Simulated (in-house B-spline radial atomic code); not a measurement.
## Ionising neutral tellurium with different functionals

Computed with an all-electron radial atomic-structure program (B-spline basis): four-component Dirac-Coulomb Hamiltonian, Fermi nucleus of rms radius 4.7423 fm, spin-restricted, spherical fractional occupations for the functionals. The ionisation energy is the difference of two self-consistent energies, [Kr] 4d10 5s2 5p4 → [Kr] 4d10 5s2 5p3, without Breit or QED terms; ε is the level of the shell that loses the electron (mean over j). The electron is taken from both j subshells in proportion to 2j + 1, so the result is a j average, not the step between ground levels.

Hybrids are left out here: with spherical fractional occupations of an open shell their exact exchange keeps a self-interaction that integer-occupation calculations don't have.

```csv
method,rung,ΔSCF (eV),-ε(5p) (eV)
LDA VWN5,LDA,9.93,6.13
relativistic LDA,LDA,9.93,6.13
LDA PW92,LDA,9.93,6.13
LDA exchange-only,LDA,8.79,5.05
PBE,GGA,9.75,5.97
PBEsol,GGA,?,?
BLYP,GGA,?,?
RPBE,GGA,9.70,5.93
PW91,GGA,9.81,6.02
BP86,GGA,9.88,6.09
AM05,GGA,9.73,5.94
OLYP,GGA,9.58,5.80
```

Problem. What does BLYP give?

Solution. ΔSCF 9.60 eV, and -ε(5p) = 5.81 eV.

Problem. What does PBEsol give?

Solution. ΔSCF 9.77 eV, and -ε(5p) = 5.99 eV.

Problem. How do they compare with the NIST value?

Solution. NIST lists 9.010 eV (measured, ground level to ground level). Errors run from -0.22 to +0.92 eV. The correlated functionals all miss on the same side by more than they spread, so the cause is common to them (Breit-QED terms, spin polarisation, the choice among j levels, multiplet and fine-structure energies, or a listed next ion that isn't the cheapest removal here) and closeness doesn't rank the functionals.
